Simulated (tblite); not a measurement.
A structure optimised at GFN2-xTB (Å):
```
atom  x, y, z in Å
C1    -2.3474   -0.6540   -0.1020
C2    -0.9594   -0.5425    0.5204
Si3    0.1165    0.7389   -0.3785
S4    -0.9312    2.6133   -0.4162
S5     1.9811    1.1154    0.6263
C6     2.6984   -0.5518    0.5864
H7    -2.2809   -0.9982   -1.1314
H8    -2.8419    0.3145   -0.1005
H9    -2.9638   -1.3560    0.4557
H10   -0.4780   -1.5223    0.4995
H11   -1.0620   -0.2642    1.5728
H12    0.4226    0.3405   -1.7515
H13    0.0934    3.3714   -0.0650
H14    2.0869   -1.2275    1.1749
H15    2.7691   -0.8936   -0.4409
H16    3.6890   -0.4751    1.0216
```

Charge 0, singlet.

Problem. Which heavy atoms are bonded, and with what formal order?

Solution. C1–C2 1.53 Å (single); C2–Si3 1.90 Å (single); Si3–S4 2.15 Å (single); Si3–S5 2.15 Å (single); S5–C6 1.82 Å (single). Bonds to hydrogen (Å): C1–H7 1.09; C1–H8 1.09; C1–H9 1.09; C2–H10 1.09; C2–H11 1.09; Si3–H12 1.46; S4–H13 1.32; C6–H14 1.08; C6–H15 1.08; C6–H16 1.08.

Problem. Which species is it?

Solution. `CC[Si@@H](S)SC`, C3H10S2Si. Among its features: Si–H bond and C–Si bond.

Problem. What is the point group of this geometry?

Solution. C1 (no symmetry element, even within 0.4 Å).

Problem. Classify the heavy atoms.

Solution. C1: methyl carbon; C2: sp3 carbon bound to silicon; Si3: SiH silicon; S4: sulfur bonded to Si and H; S5: sulfur bonded to C and Si; C6: S-methyl carbon.

Problem. What is the arrangement about S4?

Solution. It has 2 neighbours (Si3, H13) and is bent (angle 96.8°).

Problem. What is the arrangement about C2?

Solution. It has 4 neighbours (C1, Si3, H10, H11) and is tetrahedral (angles from 106.7° to 111.8°).

The numbers are calculated, not measured.
